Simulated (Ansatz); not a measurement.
A made-up structure of ZnH2SO, singlet:

```
5
angstrom
O -1.2974 -0.1625 -0.8653
S -0.9182 0.7823 0.4919
Zn 1.2273 0.3344 0.4791
H 2.1801 -0.8424 0.6985
H 2.7215 -0.0033 0.4209
```

It is relaxed with PBE-D4/def2-SVP and then PBE0-D4/def2-TZVP (Ansatz 0.2.0). Atoms count as bonded within 1.22 times the sum of their covalent radii (H–H: 0.88 Å). The end point is not checked to be a true minimum.

Problem. Does its bonding change? (A judgement: the text doesn't fix the answer.)

Solution. The calculation gives: Yes. Formed: H4–H5; broken: Zn3–H4, Zn3–H5.

Where it ends: The first stage lowers the energy by 1.45 eV in 31 steps. It ends as a complex of ZnSO + H₂:
```
5
angstrom
O -2.4458 0.1855 -0.9013
S -1.6971 1.0956 0.0290
Zn 0.5076 0.4288 0.3390
H 3.9183 -0.5501 0.6428
H 3.6302 -1.0513 1.1156
```

For scale, one of the runs: PBE0-D4/def2-TZVP relaxation, 128 basis functions, launched by `ansatz run in.yaml --threads 2 --pin off --events-out ev --progress --plain --max-ram 4352MiB`. Hardware: 2 CPU threads of an Arm Neoverse V1, shared host. Wall time about 120 s.
